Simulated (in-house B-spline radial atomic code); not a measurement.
## Ionising the ytterbium ion Yb⁺ with different functionals

Computed with a B-spline radial code for spherical atoms: scalar-relativistic (spin-free X2C) Hamiltonian, Fermi nucleus of rms radius 5.3108 fm, spin-polarised at highest spin, spherical fractional occupations for the functionals, the average over the highest-spin determinants for Hartree-Fock. The ionisation energy is the difference of two self-consistent energies, [Xe] 4f14 6s1 → [Xe] 4f14, without Breit or QED terms; ε is the level of the shell that loses the electron (its least bound occupied spin orbital). There is no spin-orbit coupling in this Hamiltonian.

```json
{"method": "Hartree-Fock", "rung": "Hartree-Fock", "ΔSCF (eV)": "?", "-ε(6s) (eV)": "?"}
{"method": "HF fractional", "rung": "Hartree-Fock", "ΔSCF (eV)": "11.28", "-ε(6s) (eV)": "11.31"}
{"method": "LDA VWN5", "rung": "LDA", "ΔSCF (eV)": "12.64", "-ε(6s) (eV)": "9.85"}
{"method": "LDA PW92", "rung": "LDA", "ΔSCF (eV)": "12.63", "-ε(6s) (eV)": "9.85"}
{"method": "LDA exchange-only", "rung": "LDA", "ΔSCF (eV)": "11.92", "-ε(6s) (eV)": "9.20"}
{"method": "PBE", "rung": "GGA", "ΔSCF (eV)": "12.42", "-ε(6s) (eV)": "9.61"}
{"method": "PBEsol", "rung": "GGA", "ΔSCF (eV)": "12.35", "-ε(6s) (eV)": "9.65"}
{"method": "BLYP", "rung": "GGA", "ΔSCF (eV)": "12.52", "-ε(6s) (eV)": "9.58"}
{"method": "RPBE", "rung": "GGA", "ΔSCF (eV)": "12.32", "-ε(6s) (eV)": "9.51"}
{"method": "PW91", "rung": "GGA", "ΔSCF (eV)": "12.47", "-ε(6s) (eV)": "9.68"}
{"method": "BP86", "rung": "GGA", "ΔSCF (eV)": "12.47", "-ε(6s) (eV)": "9.80"}
{"method": "AM05", "rung": "GGA", "ΔSCF (eV)": "12.33", "-ε(6s) (eV)": "9.63"}
{"method": "OLYP", "rung": "GGA", "ΔSCF (eV)": "12.15", "-ε(6s) (eV)": "9.28"}
{"method": "TPSS", "rung": "meta-GGA", "ΔSCF (eV)": "12.09", "-ε(6s) (eV)": "9.47"}
{"method": "SCAN", "rung": "meta-GGA", "ΔSCF (eV)": "12.40", "-ε(6s) (eV)": "9.91"}
{"method": "r2SCAN", "rung": "meta-GGA", "ΔSCF (eV)": "12.14", "-ε(6s) (eV)": "9.74"}
{"method": "revTPSS", "rung": "meta-GGA", "ΔSCF (eV)": "?", "-ε(6s) (eV)": "?"}
{"method": "PBE0", "rung": "global hybrid", "ΔSCF (eV)": "12.17", "-ε(6s) (eV)": "10.13"}
{"method": "B3LYP", "rung": "global hybrid", "ΔSCF (eV)": "12.45", "-ε(6s) (eV)": "10.14"}
{"method": "TPSSh", "rung": "global hybrid", "ΔSCF (eV)": "12.02", "-ε(6s) (eV)": "9.68"}
{"method": "M06-2X", "rung": "global hybrid", "ΔSCF (eV)": "12.13", "-ε(6s) (eV)": "10.82"}
{"method": "BHandHLYP", "rung": "global hybrid", "ΔSCF (eV)": "12.09", "-ε(6s) (eV)": "10.63"}
{"method": "r2SCAN0", "rung": "global hybrid", "ΔSCF (eV)": "12.03", "-ε(6s) (eV)": "10.25"}
{"method": "B97-1", "rung": "global hybrid", "ΔSCF (eV)": "11.94", "-ε(6s) (eV)": "9.77"}
{"method": "HSE06", "rung": "range-separated hybrid", "ΔSCF (eV)": "12.20", "-ε(6s) (eV)": "9.83"}
{"method": "wB97X", "rung": "range-separated hybrid", "ΔSCF (eV)": "11.74", "-ε(6s) (eV)": "11.69"}
{"method": "CAM-B3LYP", "rung": "range-separated hybrid", "ΔSCF (eV)": "12.37", "-ε(6s) (eV)": "11.22"}
{"method": "LC-wPBE", "rung": "range-separated hybrid", "ΔSCF (eV)": "11.98", "-ε(6s) (eV)": "12.04"}
```

(1) What does Hartree-Fock give?

(2) What does revTPSS give?

(3) Among the functionals, which spreads more, the ΔSCF values or the orbital energies?

(4) How do they compare with the NIST value?

Results:

(1) ΔSCF 11.28 eV, and -ε(6s) = 11.31 eV.

(2) ΔSCF 12.05 eV, and -ε(6s) = 9.49 eV.

(3) The orbital energies: ΔSCF values span about 0.90 eV and the orbital energies 2.84 eV.

(4) NIST lists 12.179 eV (measured, ground level to ground level). Errors run from -0.90 to +0.46 eV; PBE0 is closest (-0.01 eV), but part of that can be cancellation, since the calculations leave out Breit-QED terms. Hartree-Fock also lacks correlation.
